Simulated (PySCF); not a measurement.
Molecule: SMILES C[Si](C)(O)/C=C/[Si](O)(O)O, singlet. Atoms near the plane z = 0.0 Å, at the GFN2-xTB optimised geometry (x, y, z in Å): Si1 (-0.6, 1.6, -0.2), O3 (-2.1, 1.6, 0.4), O4 (0.4, 2.6, 0.7), C5 (0.1, -0.2, -0.2), C6 (-0.7, -1.3, 0.0), Si7 (0.0, -3.0, 0.0), O10 (1.6, -3.0, 0.0), H13 (1.0, 3.0, 0.2), H14 (1.1, -0.3, -0.4), H15 (-1.7, -1.1, 0.2), H22 (2.1, -2.6, 0.7).

Level of theory: PySCF 2.14.0 with PBE0/def2-SVP. Cells within 0.4 Å of a nucleus heavier than hydrogen are left out (blank, or x). The values are rescaled to run from 0 to 1.

```
|000000000000000000000000000|
|000000000000000000000000000|
|000000000000000000000000000|
|000000000000000110000000000|
|000000000000112677000000000|
|000000000000336998400000000|
|000000354201467998400000000|
|000003677521587776100000000|
|000004898830067531000000000|
|00001589x81xx05310000000000|
|000005898824602000000000000|
|000003688632596100000000000|
|000000343117997677300000000|
|0000000000045x3999810000000|
|0000000267367x4999810000000|
|000000599983785797100000000|
|00000069999xx62000000000000|
|000000399984783001100000000|
|000000013359983356530000000|
|000000000026020787751000000|
|0000000000106x57xx751000000|
|0000000000121x178x861000000|
|000000000013201478851000000|
|000000000001221146640000000|
|000000000000000002200000000|
|000000000000000000000000000|
|000000000000000000000000000|
```
Scale: ten equal steps from 0.000 (start of '0') to 1.00 (end of '9'), in the order '0123456789'; x runs from -5.50 to 5.50, y from -5.50 (bottom) to 5.50 (top).

Which quantity is mapped?
A. electron localisation function
B. an orbital amplitude
C. log10 of the electron density
D. Laplacian of the electron density

A, electron localisation function
